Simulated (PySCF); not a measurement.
**Radial density of Ru²⁺ (ruthenium, charge +2)**

UHF, [Kr] 4d5 5p1, high-spin 7P determinant (an excited configuration). Computed with PySCF 2.14 in x2c-QZVPPall (13s8p7d4f2g, 118 functions), with the spin-free X2C one-electron Hamiltonian (Gaussian nucleus).

```
r (bohr)  4πr²ρ (e/bohr)  4πr²(ρα − ρβ)
  0.0330           51.88         0.0003
  0.0555           49.21         0.0143
  0.0934           68.68         0.1237
   0.157           53.20         0.5855
   0.264           50.54         0.9510
   0.444           38.62         0.0258
   0.747           13.19         1.7338
    1.26           10.79         4.0281
    2.11           2.028         1.5652
    3.56          0.3564         0.3548
    5.98         0.03778         0.0378
    10.1       0.0001165         0.0001
```

Densities and radii are taken from the X2C orbitals without a picture-change correction, which distorts them close to the nucleus.
